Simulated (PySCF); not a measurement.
Species: ClH₅OSi₂.
Bonds: Si1–O2, O2–Si3, Si3–Cl4. Hydrogens: H5, H6, H7 on Si1; H8, H9 on Si3.

Method used: PySCF 2.14.0, PBE0-D3(BJ)/def2-SVP geometry optimisation, gas phase.

(1) What internal coordinates does the optimisation give?

Answers

(1) 
```json
{"bond": "Si1–O2", "length (Å)": "1.667"}
{"bond": "O2–Si3", "length (Å)": "1.642"}
{"bond": "Si3–Cl4", "length (Å)": "2.070"}
{"bond": "Si1–H5, Si1–H6, Si1–H7", "length (Å)": "1.491"}
{"bond": "Si3–H8, Si3–H9", "length (Å)": "1.484"}
```

Bonds in one row agree within 0.01 Å and their mean is given. A selection of angles:
```json
{"angle": "O2–Si1–H5", "degrees": "110.1"}
{"angle": "O2–Si1–H6", "degrees": "107.4"}
{"angle": "H5–Si1–H6", "degrees": "109.8"}
{"angle": "Si1–O2–Si3", "degrees": "144.3"}
{"angle": "O2–Si3–Cl4", "degrees": "109.2"}
{"angle": "O2–Si3–H8", "degrees": "109.6"}
{"angle": "Cl4–Si3–H8", "degrees": "108.1"}
{"angle": "H8–Si3–H9", "degrees": "111.9"}
```

Torsions: Si1–O2–Si3–Cl4 10° (synperiplanar). The mirror-image conformer, all signs reversed, is as good.

Si3 (chlorine-bound silicon) is tetrahedral (angles from 107.8° to 111.9°). O2 (siloxane oxygen) is bent (angle 144.3°). Si1 (oxygen-bound silicon) is tetrahedral (angles from 107.4° to 110.2°). The 2 O–Si bonds span 1.642 Å (O2–Si3, drawn single) to 1.667 Å (Si1–O2, drawn single), a spread of 0.025 Å.

Whether it is a minimum is left open (no frequencies). The numbers are those of one conformer.
